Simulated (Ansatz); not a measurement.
`BSCN` + `COB(F)S` → `BOB(F)S` + `CSCN`  (formal exchange of groups at a B–S bond)

Isolated molecules relaxed with PBE0-D4/def2-TZVP in Ansatz; ΔE leaves out vibrations. CCSD(T)/CBS adds triple-zeta CCSD(T) − MP2 to the extrapolated MP2 energy (def2 sets, frozen cores). This one scheme is used for every species. DFT in def2-TZVPP. B3LYP here is the variant with VWN-RPA as its local correlation; programs differ in this. Each species was taken in one conformer, which may not be the lowest.

```tsv
level	ΔE (kJ/mol)	difference from CCSD(T)/CBS
PBE-D4	-62.6	7.4
r2SCAN-D4	-66.1	3.9
PBE0-D4	-64.9	5.1
B3LYP-D4	-68.6	1.4
ωB97X-V	-65.7	4.3
ωB97M-V	-68.9	1.1
B2PLYP	-68.0	2.0
PBE0	-63.8	6.2
B3LYP	-66.3	3.7
HF/def2-TZVPP	-71.9	-1.9
CCSD(T)/def2-TZVPP	-66.2	3.8
HF/def2-QZVPP	-73.4	-3.4
MP2/def2-QZVPP	-73.4	-3.4
HF/CBS(def2)	-73.7	-3.7
MP2/CBS(def2)	-74.5	-4.5
CCSD/CBS(def2)	-70.8	-0.8
CCSD(T)/CBS	-70.0	0
```

Largest T1 diagnostic among the species: 0.014.
